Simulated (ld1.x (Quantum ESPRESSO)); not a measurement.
Configuration tests for iodine (TM)

ld1.x (Quantum ESPRESSO) 7.5 input, shortened:

```
&input
   title='I', zed=53., rel=1, dft='PBE', iswitch=3,
   config='[Kr] 4d10 5s2 5p5'
 /
 &inputp
   pseudotype=2, tm=.true., lloc=2,
   nlcc=.true., new_core_ps=.true.
 /
3
5S  1  0   2.00   0.00  1.55  1.55  0.0
5P  2  1   5.00   0.00  1.50  1.50  0.0
4D  3  2  10.00   0.00  1.35  1.35  0.0
 &test
   configts(1)='4d10 5s2 5p5'
 /
```

Energies are relative to the spin-unpolarised reference configuration 4d10 5s2 5p5; without spin polarisation the order of configurations can differ from experiment. The frozen-core shift is the all-electron ΔE with the core orbitals held at their reference shape minus the fully relaxed ΔE.

Problem. Give the all-electron excitation energy and the error of the potential for: 4d10 5s2 5p4; 4d10 5s2 5p3; 4d10 5s2 5p2; 4d9 5s2 5p6; 4d10 5s1 5p5; 4d10 5s1 5p6; 4d10 5s2 5p1.

Solution.

```json
{"valence configuration": "4d10 5s2 5p4", "charge": "+1", "ΔE all-electron (eV)": "11.131", "error AE − PS (meV)": "-4.8", "frozen-core shift (meV)": "+2.3"}
{"valence configuration": "4d10 5s2 5p3", "charge": "+2", "ΔE all-electron (eV)": "30.977", "error AE − PS (meV)": "-15", "frozen-core shift (meV)": "+7.1"}
{"valence configuration": "4d10 5s2 5p2", "charge": "+3", "ΔE all-electron (eV)": "60.305", "error AE − PS (meV)": "-25", "frozen-core shift (meV)": "+16"}
{"valence configuration": "4d9 5s2 5p6", "charge": "0", "ΔE all-electron (eV)": "45.862", "error AE − PS (meV)": "-445", "frozen-core shift (meV)": "+169"}
{"valence configuration": "4d10 5s1 5p5", "charge": "+1", "ΔE all-electron (eV)": "22.111", "error AE − PS (meV)": "-12", "frozen-core shift (meV)": "+3.1"}
{"valence configuration": "4d10 5s1 5p6", "charge": "0", "ΔE all-electron (eV)": "10.414", "error AE − PS (meV)": "-3.8", "frozen-core shift (meV)": "+0.5"}
{"valence configuration": "4d10 5s2 5p1", "charge": "+4", "ΔE all-electron (eV)": "99.731", "error AE − PS (meV)": "-20", "frozen-core shift (meV)": "+33"}
```

Note: ghost states, extra bound levels that the all-electron valence spectrum of the same l lacks: s at -217.5 eV, p at -57.3 eV. A true bound ghost makes a file unfit for plane-wave use.
